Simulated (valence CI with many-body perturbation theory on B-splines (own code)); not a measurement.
# E1 line list for Er60+

Method: relativistic CI+MBPT: six valence electrons over a frozen Dirac-Fock core [He], a basis of 9 s, 9 p, 8 d, 6 f, 3 g, 1 h functions for each j, with the one-electron correlation potential Σ1, the two-electron term Σ2, the three-electron term Σ3, Breit, model QED; selected CI, second order for the rest, scaled by the run's own slope (own B-spline code, finite nucleus).

The last digits are not significant, and no measured levels were compared; by estimate large intervals hold to a few tenths of a per cent, small ones and those within an open d or f shell to about a per cent. Among the levels kept, up to 2100 cm⁻¹ of a level comes from second order outside the variational space, and about a tenth of that is noise between levels of different J, which matters for small intervals.

Lines 101 to 150 of 197 in falling wavelength, among levels below 8692.2 eV, chosen from the strongest by gf and those to the six lowest levels. Wavelengths and rates use the calculated energies. Electric multipoles are in the length gauge with retardation, E1 and E2 with the static RPA response of the core. Weak lines are less certain than strong ones. Lines between different terms over intervals too small for the method are left out, as are lines whose strength nearly cancels. The highest levels of a list are the least certain.

Levels are named by their leading jj configuration (3d3/2^4 stands for four electrons in 3d with j = 3/2), which in mixed levels can hold well under half, so a name can repeat and another be missing. Letters in brackets count levels of one name in rising energy.

```csv
λ vac (Å),Upper,Lower,A (s⁻¹),log gf,Branch %
1.981,(2s^2 2p1/2^2 2p3/2 3p3/2) J=1,(2s 2p1/2^2 2p3/2^3) J=1,1.65e+10,-4.54,1.2
1.973,(2s^2 2p1/2^2 2p3/2 3p3/2) J=2,(2s 2p1/2^2 2p3/2^3) J=1,5.33e+09,-4.81,0.4
1.969,(2s^2 2p1/2^2 2p3/2 3s) J=2,(2s^2 2p1/2 2p3/2^3) J=2,1.08e+10,-4.50,0.0
1.967,(2s^2 2p1/2^2 2p3/2 3s) J=1,(2s^2 2p1/2 2p3/2^3) J=2,5.91e+09,-4.99,0.0
1.965,(2s^2 2p1/2^2 2p3/2 3p3/2) J=0,(2s 2p1/2^2 2p3/2^3) J=1,4.86e+11,-3.55,15.9
1.964,(2s^2 2p1/2^2 2p3/2 3s) J=2,(2s^2 2p1/2 2p3/2^3) J=1,2.23e+09,-5.19,0.0
1.961,(2s^2 2p1/2^2 2p3/2 3s) J=1,(2s^2 2p1/2 2p3/2^3) J=1,1.91e+10,-4.48,0.0
1.958,(2s^2 2p1/2^2 2p3/2 3p3/2) J=3,(2s 2p1/2^2 2p3/2^3) J=2,5.42e+10,-3.66,4.0
1.958,(2s^2 2p1/2^2 2p3/2 3p3/2) J=1,(2s 2p1/2^2 2p3/2^3) J=2,1.06e+11,-3.74,7.6
1.950,(2s^2 2p1/2^2 2p3/2 3p3/2) J=2,(2s 2p1/2^2 2p3/2^3) J=2,7.35e+10,-3.68,5.9
1.828,(2s^2 2p1/2^2 2p3/2 3d3/2) J=2,(2s^2 2p1/2 2p3/2^3) J=2,4.26e+10,-3.97,0.1
1.826,(2s^2 2p1/2^2 2p3/2 3d3/2) J=3,(2s^2 2p1/2 2p3/2^3) J=2,9.91e+09,-4.46,0.1
1.825,(2s^2 2p1/2^2 2p3/2 3d3/2) J=1,(2s^2 2p1/2 2p3/2^3) J=2,9.15e+10,-3.86,0.0
1.823,(2s^2 2p1/2^2 2p3/2 3d3/2) J=2,(2s^2 2p1/2 2p3/2^3) J=1,1.52e+11,-3.42,0.2
1.820,(2s^2 2p1/2^2 2p3/2 3d3/2) J=1,(2s^2 2p1/2 2p3/2^3) J=1,3.14e+09,-5.33,0.0
1.819,(2s^2 2p1/2^2 2p3/2 3d3/2) J=0,(2s^2 2p1/2 2p3/2^3) J=1,7.40e+10,-4.44,12.0
1.806,(2s^2 2p1/2^2 2p3/2 3d5/2) J=2,(2s^2 2p1/2 2p3/2^3) J=2,4.01e+09,-5.01,0.0
1.802,(2s^2 2p1/2^2 2p3/2 3d5/2) J=3,(2s^2 2p1/2 2p3/2^3) J=2,7.11e+09,-4.62,0.0
1.801,(2s^2 2p1/2^2 2p3/2 3d5/2) J=2,(2s^2 2p1/2 2p3/2^3) J=1,3.56e+09,-5.06,0.0
1.799,(2s^2 2p1/2^2 2p3/2 3d5/2) J=1,(2s^2 2p1/2 2p3/2^3) J=2,9.81e+09,-4.84,0.0
1.795,(2s^2 2p1/2^2 2p3/2 3d5/2) J=1,(2s^2 2p1/2 2p3/2^3) J=1,3.11e+10,-4.35,0.0
1.792,(2s^2 2p1/2 2p3/2^2 3p1/2) J=1 [a],(2s 2p1/2^2 2p3/2^3) J=1,7.92e+10,-3.94,17.0
1.790,(2s^2 2p1/2 2p3/2^2 3p1/2) J=2 [a],(2s 2p1/2^2 2p3/2^3) J=1,2.79e+09,-5.17,0.3
1.777,(2s^2 2p1/2 2p3/2^2 3p1/2) J=2 [b],(2s 2p1/2^2 2p3/2^3) J=1,4.57e+11,-2.97,23.6
1.775,(2s^2 2p1/2 2p3/2^2 3p1/2) J=1 [b],(2s 2p1/2^2 2p3/2^3) J=1,5.18e+10,-4.13,5.0
1.773,(2s^2 2p1/2 2p3/2^2 3p1/2) J=1 [a],(2s 2p1/2^2 2p3/2^3) J=2,1.25e+10,-4.75,2.7
1.771,(2s^2 2p1/2 2p3/2^2 3p1/2) J=2 [a],(2s 2p1/2^2 2p3/2^3) J=2,2.45e+10,-4.24,2.9
1.767,(2s^2 2p1/2 2p3/2^2 3p1/2) J=3,(2s 2p1/2^2 2p3/2^3) J=2,6.81e+10,-3.65,5.9
1.764,(2s^2 2p1/2 2p3/2^2 3p1/2) J=0,(2s 2p1/2^2 2p3/2^3) J=1,8.07e+11,-3.42,43.8
1.758,(2s^2 2p1/2 2p3/2^2 3p1/2) J=2 [b],(2s 2p1/2^2 2p3/2^3) J=2,7.61e+11,-2.75,39.4
1.756,(2s^2 2p1/2 2p3/2^2 3p1/2) J=1 [b],(2s 2p1/2^2 2p3/2^3) J=2,2.91e+10,-4.39,2.8
1.736,(2s 2p1/2^2 2p3/2^2 3s) J=2 [a],(2s 2p1/2^2 2p3/2^3) J=1,1.26e+13,-1.55,8.8
1.724,(2s 2p1/2^2 2p3/2^2 3s) J=3,(2s 2p1/2^2 2p3/2^3) J=2,2.31e+13,-1.14,94.5
1.724,(2s^2 2p1/2 2p3/2^2 3p3/2) J=0,(2s 2p1/2^2 2p3/2^3) J=1,1.10e+09,-6.31,0.1
1.724,(2s^2 2p1/2 2p3/2^2 3p3/2) J=2 [a],(2s 2p1/2^2 2p3/2^3) J=1,3.37e+12,-2.13,32.6
1.721,(2s^2 2p1/2 2p3/2^2 3p3/2) J=1 [a],(2s 2p1/2^2 2p3/2^3) J=1,2.54e+13,-1.47,72.0
1.719,(2s 2p1/2^2 2p3/2^2 3s) J=1 [a],(2s 2p1/2^2 2p3/2^3) J=1,2.20e+13,-1.53,31.3
1.718,(2s^2 2p1/2^2 2p3/2 3s) J=1,(2s^2 2p1/2^2 2p3/2^2) J=0,5.08e+13,-1.17,29.1
1.718,(2s 2p1/2^2 2p3/2^2 3s) J=2 [a],(2s 2p1/2^2 2p3/2^3) J=2,1.29e+14,-0.54,90.1
1.717,(2s 2p1/2^2 2p3/2^2 3s) J=1 [b],(2s 2p1/2^2 2p3/2^3) J=1,5.35e+13,-1.15,55.9
1.715,(2s^2 2p1/2 2p3/2^2 3s) J=2 [a],(2s^2 2p1/2 2p3/2^3) J=2,6.83e+12,-1.82,15.7
1.715,(2s 2p1/2^2 2p3/2^2 3s) J=2 [b],(2s 2p1/2^2 2p3/2^3) J=1,2.05e+13,-1.34,60.5
1.713,(2s^2 2p1/2 2p3/2^2 3s) J=1 [a],(2s^2 2p1/2 2p3/2^3) J=2,2.58e+13,-1.47,13.6
1.711,(2s^2 2p1/2 2p3/2^2 3s) J=2 [a],(2s^2 2p1/2 2p3/2^3) J=1,2.01e+13,-1.36,46.2
1.710,(2s 2p1/2^2 2p3/2^2 3s) J=0,(2s 2p1/2^2 2p3/2^3) J=1,7.37e+13,-1.49,93.9
1.710,(2s^2 2p1/2 2p3/2^2 3s) J=3,(2s^2 2p1/2 2p3/2^3) J=2,2.56e+13,-1.10,47.9
1.709,(2s^2 2p1/2 2p3/2^2 3p3/2) J=1 [b],(2s 2p1/2^2 2p3/2^3) J=1,3.95e+13,-1.28,85.5
1.708,(2s^2 2p1/2 2p3/2^2 3s) J=1 [a],(2s^2 2p1/2 2p3/2^3) J=1,1.29e+14,-0.77,67.9
1.708,(2s^2 2p1/2 2p3/2^2 3p3/2) J=2 [b],(2s 2p1/2^2 2p3/2^3) J=1,6.52e+11,-2.85,12.4
1.708,(2s^2 2p1/2 2p3/2^2 3s) J=2 [b],(2s^2 2p1/2 2p3/2^3) J=2,1.36e+14,-0.53,79.6
```

How does gf follow from A for the line at 1.964 Å?

gf = 1.4992 × (2J+1)_upper × A / σ², with σ = 50925994 cm⁻¹ and 2J+1 = 5: gf = 6.45e-06.
